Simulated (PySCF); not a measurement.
From computed data to an observable: chemical shift, span and skew from a shielding tensor

BF2Br, SMILES B(F)(F)Br. Atoms are numbered in the order given.

```xyz
4

B      0.0000     0.0000    -0.9415
F      0.0000    -1.1290    -1.6050
F      0.0000     1.1290    -1.6050
Br     0.0000     0.0000     0.9599
```

Geometry optimised at PBE0-D3(BJ)/def2-SVP.

GIAO shieldings from KT2/pcSseg-2 (PySCF), non-relativistic, no solvent. The symmetric part of the tensor of F2 has the principal values 49.2, 287.2, 308.7 ppm. The same nucleus in CFCl3 has σ = 125.1 ppm at this level (PySCF, at its B3LYP-D3(BJ)/def2-TZVP geometry). Without spin–orbit terms, shifts of atoms bonded to Cl or Br come out too high.

**Question.** Work out the isotropic shielding, the ¹⁹F shift against CFCl3, the span and the skew.

**Answer.** 
σ(iso) = (σ11 + σ22 + σ33)/3 = 215.0 ppm. δ = σ(ref) − σ(iso) = 125.1 − (215.0) = -89.9 ppm.
Span Ω = σ33 − σ11 = 259.5 ppm. Skew κ = 3(σ(iso) − σ22)/Ω = -0.83. Tumbling in solution averages the tensor to δ; in a static solid the shielding alone would spread this spin-1/2 line over Ω.
